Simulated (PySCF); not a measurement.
## How methods differ on the excitation energy of Co

Co [Ar] 3d7 4s2 (4F) → Co [Ar] 3d7 4s1 4p1 (high-spin determinant), as a difference of total energies. Computed with PySCF 2.14 in x2c-TZVPPall (6s5p4d2f1g, 64 functions), with the spin-free X2C one-electron Hamiltonian (Gaussian nucleus). Correlated levels: valence and next inner shell: [Ne] frozen. The calculations carry no spin-orbit coupling.

```csv
method,excitation energy (eV)
UHF,2.063
MP2 (valence and next inner shell),3.005
SCS-MP2 (valence and next inner shell),3.171
CCSD (valence and next inner shell),3.084
CCSD(T) (valence and next inner shell),3.173
```

**Question.** How much does correlation contribute at CCSD(T) (valence and next inner shell)?

**Answer.** 3.173 − (2.063) = 1.110 eV, measured against UHF.

A first-order spin-orbit estimate (lowest level to lowest level, LS coupling) adds 0.021 eV.

The basis was made for the ground configuration and has no added diffuse functions, so the excitation energy can come out too high.

The determinant of the upper state mixes LS terms, which raises its energy above the lowest term, most at the Hartree-Fock and MP2 levels.
